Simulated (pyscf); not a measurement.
# H₃Si–CH₂–SnH₃, singlet

Gas-phase minimum from PySCF at ωB97X-D3(BJ)/def2-SVP, one conformer. 

```
C
H 1 1.1020
H 1 1.1020 2 107.64
Si 1 1.8723 2 110.38 3 120.53
H 4 1.4943 1 109.98 2 61.10
H 4 1.4943 5 108.01 1 -120.02
H 4 1.4946 5 108.29 6 -117.06
Sn 1 2.1464 2 108.13 3 -116.57
H 8 1.7096 1 109.29 2 177.57
H 8 1.7097 9 109.37 1 -119.63
H 8 1.7101 9 109.48 10 -119.94
```

Properties at ωB97X-D3(BJ)/def2-SVP:

```json
{
  "harmonic_wavenumbers_unscaled": "33, 132, 135, 415, 441, 488, 508, 692, 718, 751, 752, 770, 788, 956, 966, 971, 1002, 1053, 1394, 1965, 1969, 1974, 2242, 2244, 2248, 3100, 3170 cm⁻¹",
  "zero_point_energy": "45.6 kcal/mol",
  "rotational_symmetry_number": "1",
  "Entropy of this conformer at 298 K and 1 atm, rigid rotor and harmonic oscillator, modes under 100 cm⁻¹ raised to 100": "343.7 J/(mol K)",
  "dipole_moment": "0.84 D"
}
```

Single-point totals, which compare only within one level:

| level | total energy (hartree) |
|---|---|
| ωB97X-D3(BJ)/def2-TZVP | -546.85112 |
| PBE/def2-TZVP | -546.47358 |
| r²SCAN/def2-TZVP | -546.72727 |
| B3LYP-D3(BJ)/def2-TZVP | -546.82469 |
| PBE0-D3(BJ)/def2-TZVP | -546.53757 |
| M06-2X/def2-TZVP | -546.57743 |
| ωB97M-D3(BJ)/def2-TZVP | -546.79181 |

The lowest mode is so soft that the shape along it may change with the basis. Soft torsions are taken as harmonic, which can shift the entropy by several J/(mol K). Elements past Kr carry the def2 core potentials, without spin-orbit coupling.
